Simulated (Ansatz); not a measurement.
Consider the cleavage of the Si–Si bond: `N[SiH]([AlH2])[SiH3]` + `C[AsH]C` → `C[As](C)[SiH3]` + `N[SiH2][AlH2]`.

Calculated with Ansatz (gas phase, PBE0-D4/def2-TZVP geometries, no zero-point term in ΔE). CCSD(T)/CBS adds triple-zeta CCSD(T) − MP2 to the extrapolated MP2 energy (def2 sets, frozen cores). Functionals use def2-TZVPP. For As outer-core shells are correlated without core-valence functions, which leaves a few kJ/mol of doubt a bond. Scalar relativity is left out up to krypton. One conformer a species, not always the lowest.

`N[SiH]([AlH2])[SiH3]`:

Cartesian coordinates in Å:
```
N 1.854 0.576 0.550
Si 0.121 0.391 0.544
Al -1.196 1.638 -1.128
Si -0.349 -1.894 0.302
H 2.232 1.490 0.749
H 2.373 0.155 -0.206
H -0.367 0.775 1.905
H -2.788 1.631 -1.085
H -0.482 2.446 -2.302
H 0.226 -2.723 1.396
H 0.201 -2.393 -0.992
H -1.825 -2.093 0.269
```

`C[AsH]C`:

```xyz
10

C    -0.227    0.751   -1.271
As   -0.712   -0.881   -0.283
C     0.126   -0.402    1.433
H    -0.854    1.570   -0.916
H    -0.427    0.601   -2.332
H     0.822    1.013   -1.132
H     0.466   -1.710   -0.790
H    -0.485    0.362    1.915
H     0.152   -1.280    2.078
H     1.139   -0.022    1.297
```

`C[As](C)[SiH3]`:

Z-matrix (Å, degrees):
```
C
As 1 1.975
H 1 1.090 2 109.3
H 1 1.091 2 112.0 3 121.5
H 1 1.091 2 108.3 3 -117.9
C 2 1.975 1 97.5 3 -169.0
Si 2 2.359 1 95.8 3 -72.4
H 6 1.091 2 108.3 1 -73.0
H 6 1.091 2 112.0 1 47.6
H 6 1.090 2 109.3 1 169.1
H 7 1.492 2 111.2 1 -49.3
H 7 1.488 2 109.9 1 71.0
H 7 1.488 2 109.9 1 -169.5
```

`N[SiH2][AlH2]`:

Cartesian coordinates in Å:
```
N -1.046 0.891 -0.959
Si 0.141 -0.343 -0.705
Al 0.884 -0.286 1.637
H -1.729 1.071 -0.243
H -1.447 1.027 -1.874
H 1.273 -0.081 -1.642
H -0.313 -1.733 -1.052
H 2.214 -1.025 2.100
H 0.023 0.479 2.738
```

**Question.** Is it downhill or uphill in electronic energy at CCSD(T)/CBS, and by how much? (Estimate.)

**Answer.** Computed: Downhill: ΔE = -28.5 kJ/mol.

**Question.** What do these levels give: PBE-D4, r2SCAN-D4, ωB97X-V, ωB97M-V, B2PLYP, PBE, PBE0, MP2/def2-TZVPP, CCSD/def2-TZVPP, SCS-MP2/def2-QZVPP, MP2/CBS(def2), CCSD/CBS(def2)? (Estimate.)

**Answer.** The calculation gave: PBE-D4 -19.5, r2SCAN-D4 -22.8, ωB97X-V -26.1, ωB97M-V -29.7, B2PLYP -27.5, PBE -17.8, PBE0 -20.9, MP2/def2-TZVPP -34.3, CCSD/def2-TZVPP -27.1, SCS-MP2/def2-QZVPP -33.1, MP2/CBS(def2) -35.9, CCSD/CBS(def2) -28.7 kJ/mol.

Largest T1 diagnostic among the species: 0.013.

From PBE to PBE0 (25 % exact exchange), in def2-TZVPP and without D4, ΔE moves by −3.1 kJ/mol.
